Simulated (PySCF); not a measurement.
Ni(OH)2: Ni(II) (d8), charge 0. The structure is a PBE0-D3(BJ)/def2-TZVP geometry optimised for multiplicity 3; coordination linear, point group C2h, metal–donor distances 1.73 Å.

Method (PySCF 2.14, density fitting): CASSCF(8,5) with orbitals averaged over all microstates of the shell, strongly contracted NEVPT2 on the averaged canonical orbitals; basis x2c-TZVPall on the metal, x2c-SVPall elsewhere; spin-free X2C; gas phase; spin-orbit coupling by state interaction with the mean-field operator over all roots.

CASSCF energies above the lowest CASSCF root:

```json
{"state": "3Bg", "CASSCF / cm⁻¹": "0"}
{"state": "3Bg", "CASSCF / cm⁻¹": "761"}
{"state": "3Ag", "CASSCF / cm⁻¹": "1297"}
{"state": "3Bg", "CASSCF / cm⁻¹": "3096"}
{"state": "3Ag", "CASSCF / cm⁻¹": "3099"}
{"state": "3Bg", "CASSCF / cm⁻¹": "4510"}
{"state": "3Ag", "CASSCF / cm⁻¹": "4567"}
{"state": "1Ag", "CASSCF / cm⁻¹": "15816"}
{"state": "1Bg", "CASSCF / cm⁻¹": "15877"}
{"state": "1Ag", "CASSCF / cm⁻¹": "15940"}
{"state": "1Bg", "CASSCF / cm⁻¹": "16491"}
{"state": "1Ag", "CASSCF / cm⁻¹": "17698"}
{"state": "3Bg", "CASSCF / cm⁻¹": "18414"}
{"state": "3Ag", "CASSCF / cm⁻¹": "19722"}
{"state": "1Ag", "CASSCF / cm⁻¹": "22577"}
{"state": "1Bg", "CASSCF / cm⁻¹": "22624"}
{"state": "1Ag", "CASSCF / cm⁻¹": "23752"}
{"state": "1Bg", "CASSCF / cm⁻¹": "24641"}
{"state": "1Ag", "CASSCF / cm⁻¹": "25731"}
{"state": "3Bg", "CASSCF / cm⁻¹": "27675"}
{"state": "1Bg", "CASSCF / cm⁻¹": "29292"}
{"state": "1Ag", "CASSCF / cm⁻¹": "29320"}
```

How does dynamic correlation (SC-NEVPT2) move these states?


```json
{"state": "3Bg", "NEVPT2 / cm⁻¹": "0", "shift / cm⁻¹": "0"}
{"state": "3Bg", "NEVPT2 / cm⁻¹": "1705", "shift / cm⁻¹": "+944"}
{"state": "3Ag", "NEVPT2 / cm⁻¹": "3151", "shift / cm⁻¹": "+1854"}
{"state": "3Bg", "NEVPT2 / cm⁻¹": "6496", "shift / cm⁻¹": "+3400"}
{"state": "3Ag", "NEVPT2 / cm⁻¹": "6509", "shift / cm⁻¹": "+3410"}
{"state": "3Bg", "NEVPT2 / cm⁻¹": "7550", "shift / cm⁻¹": "+3040"}
{"state": "3Ag", "NEVPT2 / cm⁻¹": "7706", "shift / cm⁻¹": "+3139"}
{"state": "1Ag", "NEVPT2 / cm⁻¹": "14757", "shift / cm⁻¹": "-1059"}
{"state": "1Bg", "NEVPT2 / cm⁻¹": "14094", "shift / cm⁻¹": "-1783"}
{"state": "1Ag", "NEVPT2 / cm⁻¹": "14251", "shift / cm⁻¹": "-1689"}
{"state": "1Bg", "NEVPT2 / cm⁻¹": "15774", "shift / cm⁻¹": "-717"}
{"state": "1Ag", "NEVPT2 / cm⁻¹": "17937", "shift / cm⁻¹": "+238"}
{"state": "3Bg", "NEVPT2 / cm⁻¹": "17579", "shift / cm⁻¹": "-835"}
{"state": "3Ag", "NEVPT2 / cm⁻¹": "19287", "shift / cm⁻¹": "-435"}
{"state": "1Ag", "NEVPT2 / cm⁻¹": "21719", "shift / cm⁻¹": "-858"}
{"state": "1Bg", "NEVPT2 / cm⁻¹": "22255", "shift / cm⁻¹": "-370"}
{"state": "1Ag", "NEVPT2 / cm⁻¹": "23647", "shift / cm⁻¹": "-104"}
{"state": "1Bg", "NEVPT2 / cm⁻¹": "24457", "shift / cm⁻¹": "-183"}
{"state": "1Ag", "NEVPT2 / cm⁻¹": "26082", "shift / cm⁻¹": "+351"}
{"state": "3Bg", "NEVPT2 / cm⁻¹": "29678", "shift / cm⁻¹": "+2002"}
{"state": "1Bg", "NEVPT2 / cm⁻¹": "30172", "shift / cm⁻¹": "+880"}
{"state": "1Ag", "NEVPT2 / cm⁻¹": "30225", "shift / cm⁻¹": "+905"}
```

No frequencies were computed for the optimised geometry. NEVPT2 lifts 3Ag from 3099 to 6509 cm⁻¹; on the d shell alone such lifts tend to overshoot.
